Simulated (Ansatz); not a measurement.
Relaxation of BClF3H (6 atoms, charge 0, multiplicity 1), to a largest force component of 0.03 eV/Å in at most 50 steps.

Computed with RKS B3LYP-D4/def2-SVP (Ansatz).

```xyz
6
Properties=species:S:1:pos:R:3
B -0.010 0.283 0.070
Cl -0.027 0.616 1.866
F 1.135 0.249 -0.558
F -1.144 0.219 -0.577
F 0.047 -2.170 0.630
H 0.120 -1.927 1.521
```

Question: Where does it end, and by what steps?

Answer: The run converged. After 6 steps the energy has fallen by 0.035 eV; F5 moved furthest, 0.13 Å.

```csv
step,energy less start (eV),largest force component (eV/Å),accepted
0,0.0000,0.992,yes
1,-0.0237,0.570,yes
2,-0.0159,0.515,no
3,-0.0319,0.269,yes
4,-0.0340,0.194,yes
5,-0.0351,0.057,yes
6,-0.0352,0.019,yes
```

```xyz
6
Properties=species:S:1:pos:R:3
B -0.002 0.236 0.108
Cl -0.011 0.630 1.842
F 1.136 0.229 -0.545
F -1.141 0.156 -0.540
F 0.070 -2.055 0.581
H 0.068 -1.926 1.503
```

Whether the end is a true minimum wasn't checked by a vibrational analysis.

Time of the run: 18 s on 1 thread of Arm Neoverse V2, on a shared host, peak memory 0.15 GiB.
